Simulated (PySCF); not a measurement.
Species: CH₁₀GeN₂Si.
Atom-mapped SMILES: `[NH2:1][GeH2:2][CH2:3][NH:4][SiH3:5]` (hydrogens: H6, H7 on N1; H8, H9 on Ge2; H10, H11 on C3; H12 on N4; H13, H14, H15 on Si5)

Computed with PBE0-D3(BJ)/def2-SVP geometry optimisation, gas phase in PySCF 2.14.0.

Problem. Give the optimised bond lengths and angles.

Solution. 
```csv
bond,length (Å)
N1–Ge2,1.841
Ge2–C3,1.970
C3–N4,1.448
N4–Si5,1.730
"N1–H6, N1–H7",1.017
Ge2–H8,1.541
Ge2–H9,1.556
"C3–H10, C3–H11",1.104
N4–H12,1.014
"Si5–H13, Si5–H14, Si5–H15",1.497
```

Bonds in one row agree within 0.01 Å and their mean is given. A selection of angles:
```csv
angle,degrees
Ge2–N1–H6,114.6
H6–N1–H7,108.1
N1–Ge2–C3,109.3
N1–Ge2–H8,106.5
N1–Ge2–H9,114.7
C3–Ge2–H8,110.7
C3–Ge2–H9,107.2
H8–Ge2–H9,108.4
Ge2–C3–N4,112.4
Ge2–C3–H10,107.7
Ge2–C3–H11,109.6
N4–C3–H10,109.8
N4–C3–H11,111.5
H10–C3–H11,105.5
C3–N4–Si5,125.3
C3–N4–H12,114.4
Si5–N4–H12,118.2
N4–Si5–H13,115.4
N4–Si5–H14,106.9
N4–Si5–H15,109.2
H13–Si5–H14,107.9
H14–Si5–H15,110.9
```

Dihedral angles: N1–Ge2–C3–N4 -176° (antiperiplanar); Ge2–C3–N4–Si5 -101° (anticlinal). The mirror-image conformer, all signs reversed, is as good.

N1 (nitrogen bonded to Ge and 2 H) is pyramidal (angles 114.9°, 114.6° and 108.1°, sum 337.7°, 0.33 Å off the plane of its three neighbours). Si5 (SiH3 silicon) is distorted tetrahedral (angles from 106.5° to 115.4°). Ge2 (germanium bonded to C, N and 2 H) is distorted tetrahedral (angles from 106.5° to 114.7°). N4 (silicon-bound nitrogen) is almost planar (angles 125.3°, 118.2° and 114.4°, sum 357.9°, 0.11 Å off the plane of its three neighbours).

Point group: C1 (no symmetry element, even within 0.4 Å). PBE0-D3(BJ)/def2-SVP frequencies: not computed here. The numbers are those of one conformer (H–N1–Ge2–C3 -165° and 69°, N1–Ge2–C3–N4 -176°, Ge2–C3–N4–Si5 -101°).
